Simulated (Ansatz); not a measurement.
Geometry optimisation, RKS PBE-D4/def2-SVP (Ansatz).

The input (input.yaml):

```yaml
crystal:
  periodic: [false, false, false]
  atoms:
    - { symbol: Ge, position_ang: [0.266056, 0.0, 0.040006] }
    - { symbol: Cl, position_ang: [0.90045, 0.0, 2.127671] }
    - { symbol: H, position_ang: [1.747031, 0.0, -0.345953] }
    - { symbol: F, position_ang: [-0.702519, 1.376817, -0.377112] }
    - { symbol: F, position_ang: [-0.702519, -1.376817, -0.377112] }
basis:
  gaussian: { orbitals: def2-SVP }
hamiltonian:
  xc: pbe
  dispersion: d4
relax:
  f_tol: 0.03
  max_steps: 50
output:
  orbitals: {}
```

Launched with:

```bash
$ ansatz run input.yaml --threads 1 --pin off --max-ram 2048MiB --backend cpu --events-out ev --progress --plain --runs-dir out
```

Where does it end, and by what steps?

The run converged. After 5 steps the energy has fallen by 0.367 eV; H3 moved furthest, 0.35 Å.

```csv
step,energy less start (eV),largest force component (eV/Å),accepted
0,0.0000,1.102,yes
1,-0.2855,0.635,yes
2,-0.3601,0.295,yes
3,-0.3663,0.079,yes
4,-0.3667,0.120,yes
5,-0.3671,0.006,yes
```

```xyz
5
Properties=species:S:1:pos:R:3
Ge 0.371 0.000 0.117
Cl 0.652 0.000 2.240
H 1.680 0.000 -0.686
F -0.597 1.383 -0.302
F -0.597 -1.383 -0.302
```

Whether the end is a true minimum wasn't checked by a vibrational analysis.

The run took 7.7 s on 1 thread of Intel(R) Xeon(R) 6975P-C (Granite Rapids), on a shared host, peak memory 0.14 GiB.
